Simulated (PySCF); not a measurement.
An equivalent PySCF input for Pd (palladium, neutral), [Kr] 4d10, closed-shell 1S, with scalar relativity through the core potential:

```python
from pyscf import gto, scf, dft, mp, cc
import basis_set_exchange as bse
txt = bse.get_basis("cc-pVTZ-PP", elements=["Pd"], fmt="nwchem", header=False)
cut = txt.index("\nECP")
mol = gto.M(atom="Pd 0 0 0", charge=0, spin=0, symmetry="D2h",
            basis=gto.basis.parse(txt[:cut]),
            ecp={"Pd": gto.basis.parse_ecp(txt[cut:])})
mf = dft.UKS(mol, xc="PBE0")
mf.irrep_nelec = {'Ag': (3, 3), 'B1g': (1, 1), 'B2g': (1, 1), 'B3g': (1, 1), 'B1u': (1, 1), 'B2u': (1, 1), 'B3u': (1, 1)}
mf.kernel()
```

It reaches the same state as the run whose output follows, with an energy that differs only through the grid. The run itself started from symmetry-adapted Hartree-Fock orbitals and held the occupation by maximum overlap, on a logarithmic radial grid, so the iterations belong to that start.

```
SCF conv_tol = 1e-09
number electrons alpha = 9  beta = 9
XC functionals = PBE0
    C. Adamo and V. Barone.,  J. Chem. Phys. 110, 6158 (1999)
    M. Ernzerhof and G. E. Scuseria.,  J. Chem. Phys. 110, 5029 (1999)
cycle= 1 E= -127.430494984843  delta_E= -0.000371  |g|= 0.121  |ddm|= 0.158
cycle= 2 E= -127.420930615487  delta_E= 0.00956  |g|= 0.226  |ddm|= 0.167
cycle= 3 E= -127.435041143032  delta_E= -0.0141  |g|= 0.00973  |ddm|= 0.0976
cycle= 4 E= -127.435074181417  delta_E= -3.3e-05  |g|= 0.000438  |ddm|= 0.00623
cycle= 5 E= -127.435074235574  delta_E= -5.42e-08  |g|= 3.89e-06  |ddm|= 0.000216
cycle= 6 E= -127.435074235578  delta_E= -4.09e-12  |g|= 2.86e-07  |ddm|= 1.71e-06
converged SCF energy = -127.435074235578  <S^2> = -5.3290705e-15  2S+1 = 1
```

Energies and moments cover only the electrons outside the core potential.
